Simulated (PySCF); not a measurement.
PySCF 2.14 output of an unrestricted PBEsol calculation on a single atom or ion in aug-cc-pVDZ-PP with ECP10MDF (5s4p3d, 32 functions), with scalar relativity through the core potential:

```
SCF conv_tol = 1e-09
number electrons alpha = 14  beta = 9
    J. P. Perdew, A. Ruzsinszky, G. I. Csonka, O. A. Vydrov, G. E. Scuseria, L. A. Constantin, X. Zhou, and K. Burke.,  Phys. Rev. Lett. 100, 136406 (2008)
    J. P. Perdew, A. Ruzsinszky, G. I. Csonka, O. A. Vydrov, G. E. Scuseria, L. A. Constantin, X. Zhou, and K. Burke.,  Phys. Rev. Lett. 100, 136406 (2008)
cycle= 1 E= -414.145896289312  delta_E= -0.00721  |g|= 0.0412  |ddm|= 0.605
cycle= 2 E= -414.146157800605  delta_E= -0.000262  |g|= 0.0126  |ddm|= 0.0651
cycle= 3 E= -414.14618873354  delta_E= -3.09e-05  |g|= 0.000453  |ddm|= 0.0253
cycle= 4 E= -414.146188840945  delta_E= -1.07e-07  |g|= 2.49e-05  |ddm|= 0.00377
cycle= 5 E= -414.146188841339  delta_E= -3.94e-10  |g|= 1.5e-07  |ddm|= 0.000145
converged SCF energy = -414.146188841339  <S^2> = 8.75046  2S+1 = 6.0001533
```

The run itself started from symmetry-adapted Hartree-Fock orbitals and held the occupation by maximum overlap, on a logarithmic radial grid, so the iterations belong to that start.

Which element, charge and spin multiplicity is this?

Br²⁺ (bromine, charge +2), multiplicity 6; the state was [Ar] 3d10 4s1 4p3 5s1, high-spin 6S determinant (an excited configuration).

Energies and moments cover only the electrons outside the core potential. The outer electron is Rydberg-like, and this basis confines it to a smaller radius and binds it less than a complete one would.
